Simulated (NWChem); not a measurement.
System: CH4ClInO; SMILES C[O][InH][Cl]

Here is an NWChem input.

```
start job
memory heap 200 mb stack 900 mb global 1100 mb
geometry units angstroms noautoz
  In    -0.479212     0.009392     0.000000
  H     -2.177024    -0.183132     0.000000
  Cl     0.602972     2.084040     0.000000
  O      0.866075    -1.452848     0.000000
  C      0.561819    -2.814171     0.000000
  H      0.994297    -3.309687    -0.889733
  H      0.994297    -3.309687     0.889733
  H     -0.523469    -3.045472     0.000000
end
basis spherical
  * library 3-21g
end
dft
  xc xtpss03 ctpss03
  iterations 150
  mulliken
end
task dft energy
```

Excerpt of the output:

```
             Northwest Computational Chemistry Package (NWChem) 7.3.0
             --------------------------------------------------------

 CS  symmetry detected

                             Geometry "geometry" -> ""
                             -------------------------

 Output coordinates in angstroms (scale by  1.889725989 to convert to a.u.)

  No.       Tag          Charge          X              Y              Z
 ---- ---------------- ---------- -------------- -------------- --------------
    1 In                  49.0000    -0.43587782     0.03833203     0.00000000
    2 H                    1.0000    -2.13350003    -0.15585842     0.00000000
    3 Cl                  17.0000     0.64426922     2.11404128     0.00000000
    4 O                    8.0000     0.91084384    -1.42258676     0.00000000
    5 C                    6.0000     0.60792423    -2.78420776     0.00000000
    6 H                    1.0000     1.04088841    -3.27929901    -0.88973300
    7 H                    1.0000     1.04088841    -3.27929901     0.88973300
    8 H                    1.0000    -0.47713620    -3.01657394     0.00000000

 Effective nuclear repulsion energy (a.u.)     457.1513550019

      Symmetry information
      --------------------

 Group name             Cs
 Group number              2
 Group order               2
 No. of unique centers     7

                                 NWChem DFT Module
                                 -----------------

 Summary of "ao basis" -> "ao basis" (spherical)
 ------------------------------------------------------------------------------
       Tag                 Description            Shells   Functions and Types
 ---------------- ------------------------------  ------  ---------------------
 In                          3-21g                  13       31   6s5p2d
 H                           3-21g                   2        2   2s
 Cl                          3-21g                   7       13   4s3p
 O                           3-21g                   5        9   3s2p
 C                           3-21g                   5        9   3s2p

      Symmetry analysis of basis
      --------------------------

        a'         52
        a"         18

            General Information
            -------------------
          SCF calculation type: DFT
          Wavefunction type:  closed shell.
          No. of atoms     :     8
          No. of electrons :    84
           Alpha electrons :    42
            Beta electrons :    42
          Charge           :     0
          Spin multiplicity:     1
          Use of symmetry is: on ; symmetry adaption is: on
          Maximum number of iterations: 150
          AO basis - number of functions:    70
                     number of shells:    38
          Convergence on energy requested:  1.00D-06
          Convergence on density requested:  1.00D-05
          Convergence on gradient requested:  5.00D-04

              XC Information
              --------------
                  TPSS metaGGA Exchange Functional  1.000
             TPSS03 metaGGA Correlation Functional  1.000

             Grid Information
             ----------------
          Grid used for XC integration:  medium
          Radial quadrature: Mura-Knowles
          Angular quadrature: Lebedev.
          Tag              B.-S. Rad. Rad. Pts. Rad. Cut. Ang. Pts.
          ---              ---------- --------- --------- ---------
          In                  1.55      123          10.0       590
          H                   0.35       45          12.0       434
          Cl                  1.00       88          12.0       590
          O                   0.60       49          10.0       434
          C                   0.70       49          12.0       434
          Grid pruning is: on
          Number of quadrature shells:   444
          Spatial weights used:  Erf1

      Superposition of Atomic Density Guess
      -------------------------------------

 Sum of atomic energies:       -6285.82840220

      Non-variational initial energy
      ------------------------------

 Total energy =   -6286.818366
 1-e energy   =   -9594.492099
 2-e energy   =    2850.522378
 HOMO         =      -0.349068
 LUMO         =      -0.018420

      Symmetry analysis of molecular orbitals - initial
      -------------------------------------------------

  Numbering of irreducible representations:

     1 a'          2 a"

  Orbital symmetries:

     1 a'          2 a'          3 a'          4 a'          5 a"
     6 a'          7 a'          8 a'          9 a'         10 a"
    11 a'         12 a'         13 a'         14 a'         15 a"
    16 a"         17 a'         18 a'         19 a'         20 a'
    21 a"         22 a'         23 a'         24 a'         25 a"
    26 a'         27 a'         28 a'         29 a'         30 a"
    31 a"         32 a'         33 a'         34 a'         35 a"
    36 a'         37 a'         38 a'         39 a"         40 a'
    41 a'         42 a"         43 a'         44 a"         45 a'
    46 a'         47 a'         48 a'         49 a"         50 a'
    51 a'         52 a"

     ---------------------------------------------
      Total Density - Mulliken Population Analysis
     ---------------------------------------------

    Atom       Charge   Shell Charges
 -----------   ------   -------------------------------------------------------
    1 In  49    47.58   2.00  2.00  6.00  2.00  6.00  2.00  5.93  0.62  0.56  0.37  0.14 10.00  9.98
    2 H    1     1.07   0.34  0.73
    3 Cl  17    17.68   2.00  1.96  5.91  1.14  3.17  0.88  2.63
    4 O    8     9.04   1.99  0.44  2.30  1.45  2.87
    5 C    6     6.21   1.99  0.39  1.42  1.03  1.38
    6 H    1     0.81   0.44  0.37
    7 H    1     0.81   0.44  0.37
    8 H    1     0.81   0.43  0.38

   convergence    iter        energy       DeltaE   RMS-Dens  Diis-err
 ---------------- ----- ----------------- --------- --------- ---------
 d= 0,ls=0.0,diis     1  -6289.9672897416 -6.75D+03  4.69D-02  8.53D-01
 d= 0,ls=0.0,diis     2  -6288.4637109218  1.50D+00  3.92D-02  1.16D+01
 d= 0,ls=0.0,diis     3  -6290.0507038894 -1.59D+00  9.94D-03  1.98D-01
 d= 0,ls=0.0,diis     4  -6290.0705196059 -1.98D-02  3.78D-03  8.62D-02
 d= 0,ls=0.0,diis     5  -6290.0838531584 -1.33D-02  4.89D-04  1.40D-03
  Resetting Diis
 d= 0,ls=0.0,diis     6  -6290.0840353313 -1.82D-04  1.77D-04  1.87D-04
 d= 0,ls=0.0,diis     7  -6290.0840622460 -2.69D-05  7.30D-05  2.91D-06
 d= 0,ls=0.0,diis     8  -6290.0840610249  1.22D-06  4.46D-05  1.28D-05
 d= 0,ls=0.0,diis     9  -6290.0840627304 -1.71D-06  1.13D-05  9.98D-07
 d= 0,ls=0.0,diis    10  -6290.0840628250 -9.46D-08  3.43D-06  9.14D-08

         Total DFT energy =    -6290.084062825026
      One electron energy =    -9595.331560515278
           Coulomb energy =     3047.759446552177
    Exchange-Corr. energy =     -199.663303863811
 Nuclear repulsion energy =      457.151355001886

 Numeric. integr. density =       83.999989748643

                  Occupations of the irreducible representations
                  ----------------------------------------------

                     irrep           alpha         beta
                     --------     --------     --------
                     a'               31.0         31.0
                     a"               11.0         11.0

                       DFT Final Molecular Orbital Analysis
                       ------------------------------------

 Vector   40  Occ=2.000000D+00  E=-2.701462D-01  Symmetry=a'
              MO Center=  5.9D-01,  1.9D+00, -1.9D-13, r^2= 2.0D+00
   Bfn.  Coefficient  Atom+Function         Bfn.  Coefficient  Atom+Function
  ----- ------------  ---------------      ----- ------------  ---------------
    40      0.536842  3 Cl px                44      0.455710  3 Cl px
    36     -0.252067  3 Cl px                41     -0.236458  3 Cl py
    45     -0.209800  3 Cl py                37      0.111273  3 Cl py
    52     -0.108468  4 O  s                 33      0.098546  2 H  s
    16     -0.065916  1 In py                14      0.065065  1 In s

 Vector   41  Occ=2.000000D+00  E=-2.312567D-01  Symmetry=a'
              MO Center=  5.9D-01, -1.5D+00, -4.7D-14, r^2= 2.4D+00
   Bfn.  Coefficient  Atom+Function         Bfn.  Coefficient  Atom+Function
  ----- ------------  ---------------      ----- ------------  ---------------
    53      0.487513  4 O  px                49      0.435158  4 O  px
    70      0.271516  8 H  s                 33      0.220879  2 H  s
    52      0.179159  4 O  s                 16      0.166648  1 In py
    14     -0.162534  1 In s                 69      0.159069  8 H  s
    58     -0.145515  5 C  px                66     -0.109490  6 H  s

 Vector   42  Occ=2.000000D+00  E=-2.205799D-01  Symmetry=a"
              MO Center=  8.2D-01, -1.6D+00, -3.9D-15, r^2= 2.2D+00
   Bfn.  Coefficient  Atom+Function         Bfn.  Coefficient  Atom+Function
  ----- ------------  ---------------      ----- ------------  ---------------
    55      0.527849  4 O  pz                51      0.450963  4 O  pz
    66      0.214996  6 H  s                 68     -0.214996  7 H  s
    17      0.163517  1 In pz                60     -0.146704  5 C  pz
    65      0.137231  6 H  s                 67     -0.137231  7 H  s
    46     -0.124907  3 Cl pz                21      0.115061  1 In pz

 Vector   43  Occ=0.000000D+00  E=-6.992978D-02  Symmetry=a"
              MO Center= -3.3D-01, -4.9D-02,  6.7D-10, r^2= 4.3D+00
   Bfn.  Coefficient  Atom+Function         Bfn.  Coefficient  Atom+Function
  ----- ------------  ---------------      ----- ------------  ---------------
    21      0.568787  1 In pz                17      0.550704  1 In pz
    13     -0.319072  1 In pz                55     -0.245761  4 O  pz
    46     -0.200259  3 Cl pz                51     -0.189338  4 O  pz
    42     -0.168278  3 Cl pz                 9      0.140099  1 In pz
    38      0.076317  3 Cl pz                66     -0.073522  6 H  s

 Vector   44  Occ=0.000000D+00  E=-6.811502D-02  Symmetry=a'
              MO Center= -3.0D-01,  2.1D-01, -6.6D-10, r^2= 4.4D+00
   Bfn.  Coefficient  Atom+Function         Bfn.  Coefficient  Atom+Function
  ----- ------------  ---------------      ----- ------------  ---------------
    18      0.780773  1 In s                 33     -0.576966  2 H  s
    14      0.504312  1 In s                 52     -0.370788  4 O  s
    43     -0.317257  3 Cl s                 45      0.317383  3 Cl py
    10     -0.276762  1 In s                 41      0.251272  3 Cl py
    19      0.164159  1 In px                32     -0.164767  2 H  s

 Vector   45  Occ=0.000000D+00  E= 1.338771D-03  Symmetry=a'
              MO Center= -6.6D-01, -4.1D-01, -1.6D-13, r^2= 6.2D+00
   Bfn.  Coefficient  Atom+Function         Bfn.  Coefficient  Atom+Function
  ----- ------------  ---------------      ----- ------------  ---------------
    20      1.056759  1 In py                43     -0.514390  3 Cl s
    61      0.486582  5 C  s                 52      0.348150  4 O  s
    16      0.340230  1 In py                12     -0.219339  1 In py
    44      0.210080  3 Cl px                45      0.191612  3 Cl py
    70     -0.187243  8 H  s                 62     -0.179391  5 C  px

     ---------------------------------------------
      Total Density - Mulliken Population Analysis
     ---------------------------------------------

    Atom       Charge   Shell Charges
 -----------   ------   -------------------------------------------------------
    1 In  49    48.10   2.00  2.00  6.00  2.00  5.99  2.00  5.94  0.81  1.00  0.19  0.19 10.00  9.97
    2 H    1     1.13   0.39  0.74
    3 Cl  17    17.45   2.00  1.95  5.89  1.15  3.05  0.91  2.50
    4 O    8     8.56   1.98  0.43  2.11  1.48  2.56
    5 C    6     6.30   1.99  0.38  1.62  1.02  1.29
    6 H    1     0.81   0.48  0.32
    7 H    1     0.81   0.48  0.32
    8 H    1     0.84   0.49  0.35

     -------------------------------------------
      Total Density - Lowdin Population Analysis
     -------------------------------------------

    Atom       Charge   Shell Charges
 -----------   ------   -------------------------------------------------------
    1 In  49    48.35   2.00  2.00  6.00  1.99  5.98  1.97  5.75  0.67  1.15  0.38  0.52 10.00  9.95
    2 H    1     1.09   0.41  0.67
    3 Cl  17    17.32   2.00  1.95  5.84  1.04  2.94  0.88  2.67
    4 O    8     8.36   1.98  0.58  2.09  1.05  2.67
    5 C    6     6.09   1.97  0.43  1.51  0.59  1.59
    6 H    1     0.93   0.48  0.44
    7 H    1     0.93   0.48  0.44
    8 H    1     0.94   0.49  0.45

     Multipole analysis of the density
     ---------------------------------

     L   x y z        total         alpha         beta         nuclear
     -   - - -        -----         -----         ----         -------
     0   0 0 0     -0.000000    -42.000000    -42.000000     84.000000

     1   1 0 0     -0.972269     -0.486135     -0.486135      0.000000
     1   0 1 0     -1.248588     -0.624294     -0.624294     -0.000000
     1   0 0 1     -0.000000     -0.000000     -0.000000      0.000000

     2   2 0 0    -40.641413    -77.755552    -77.755552    114.869691
     2   1 1 0     -1.080400      5.246681      5.246681    -11.573762
     2   1 0 1      0.000000      0.000000      0.000000      0.000000
     2   0 2 0    -40.238139   -322.553243   -322.553243    604.868347
     2   0 1 1     -0.000000     -0.000000     -0.000000      0.000000
     2   0 0 2    -35.030369    -20.342127    -20.342127      5.653886
```

Level: TPSS/3-21G, non-relativistic. Geometry: optimised at PBE0/def2-SVP (def2 core potentials past Kr).
